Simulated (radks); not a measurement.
Results of a calculation; reference values are marked as such.
Task: Valence configurations of Gd (all share [Xe]). Level of theory: scalar-relativistic Kohn-Sham, PBE, spin-polarised, spherical densities, finite nucleus; open shells are filled with parallel spins first (spin-orbit coupling, left out, can overturn this in heavy ions); Fermi nuclear charge, rms radius 5.1569 fm (a radial shooting solver on a logarithmic mesh with Libxc functionals). Order these by energy: 4f7 5d1 6s2; 4f6.5 5d1.5 6s2; 4f8 6s2; 4f7 5d1 6s1 6p1; 4f7 5d1 6p2; 4f7 5d1 6s1.5 6p0.5; 4f7 5d2 6p1; 4f7 5d0.5 6s1 6p1.5; 4f7 5d2 6s1.

Result: From the lowest, in eV above it: 4f8 6s2 0.000; 4f7 5d1 6s2 0.287; 4f7 5d2 6s1 0.850; 4f7 5d1 6s1.5 6p0.5 1.329; 4f7 5d1 6s1 6p1 2.174; 4f7 5d0.5 6s1 6p1.5 3.203; 4f7 5d2 6p1 3.639; 4f6.5 5d1.5 6s2 4.701; 4f7 5d1 6p2 5.313. NIST lists [Xe] 4f7 5d1 6s2 as the ground configuration; this level of theory puts 4f8 6s2 lower, by 0.287 eV. The energies are those of spherical high-spin densities, not of single terms. No valid solution was reached for [Xe] 4f8 5d1 6s1.
